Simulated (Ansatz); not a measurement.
Tuning the range parameter of LC-ωPBE so that −HOMO meets the ionisation energy; basis def2-SVP, Ansatz. System: B9N10H28⁺, a nanocrystal cut from zinc blende BN (hydrogen-capped). Total charge 1; singlet. Geometry: r2SCAN-D4/def2-SVP. The ionised state is a doublet.

Geometry of the singlet:

```tsv
atom	x (Å)	y (Å)	z (Å)
N1	2.5720	1.0071	-0.0938
N2	2.7184	-0.4707	-2.1166
N3	1.1094	1.4545	-2.0717
N4	0.0552	0.5205	0.0769
N5	0.2014	-0.9506	-1.9418
N6	-2.5844	1.7933	2.3167
N7	-2.4815	0.2176	0.3060
N8	1.6617	-1.3973	0.0330
N9	-0.8437	-1.7966	0.2175
N10	-1.0209	-0.2292	2.2813
B11	2.5634	1.0218	-1.6644
B12	1.4712	0.0395	0.5734
B13	-1.2100	1.2421	2.8763
B14	1.5993	-1.4946	-1.5207
B15	-0.0580	0.5073	-1.4946
B16	-1.0838	-0.3635	0.7193
B17	-0.9715	-1.8995	-1.3664
B18	-2.7839	1.7235	0.7479
B19	0.5603	-2.3681	0.7051
H20	3.4972	0.7369	0.2552
H21	2.4600	1.9563	0.2778
H22	3.6495	-0.8247	-1.8747
H23	2.7141	-0.5386	-3.1395
H24	0.9289	2.4247	-1.7928
H25	1.0219	1.4941	-3.0922
H26	-0.1388	1.4659	0.4342
H27	0.0771	-1.0453	-2.9530
H28	-2.6308	2.7831	2.5749
H29	-3.3811	1.3808	2.8126
H30	-2.5491	0.1645	-0.7179
H31	-3.2331	-0.4047	0.6217
H32	2.5385	-1.7982	0.3756
H33	-1.5421	-2.4481	0.5865
H34	-0.1057	-0.5829	2.5864
H35	-1.6805	-0.8796	2.7213
H36	3.4155	1.7519	-2.1294
H37	1.6097	0.1235	1.7787
H38	-0.3105	1.9489	2.4389
H39	-1.2215	1.1871	4.0910
H40	1.8435	-2.6004	-1.9514
H41	-1.1123	0.9561	-1.9022
H42	-2.0461	-1.4458	-1.7517
H43	-0.7973	-3.0424	-1.7340
H44	-1.9473	2.4496	0.2256
H45	-3.9233	2.0136	0.4373
H46	0.6728	-2.2775	1.9251
H47	0.7163	-3.5054	0.3129
```

Single mean-field runs in def2-SVP are fitted with def2-universal-jkfit.

```
ω (1/bohr)  HOMO (eV)  LUMO (eV)  vertical IE (eV)  HOMO + IE (eV)
       0.1     -10.46      -2.58             11.50            1.04
      0.15     -11.09      -2.04             11.76            0.67
       0.2     -11.64      -1.63             12.02            0.38
```

Question: Estimate the row for 0.3 bohr⁻¹.

Answer: 
```json
{"ω (1/bohr)": "0.3", "HOMO (eV)": "-12.51", "LUMO (eV)": "-1.07", "vertical IE (eV)": "12.43", "HOMO + IE (eV)": "-0.07"}
```

Question: Where does the tuning condition hold?

Answer: Near ω = 0.28 bohr⁻¹, by linear interpolation.
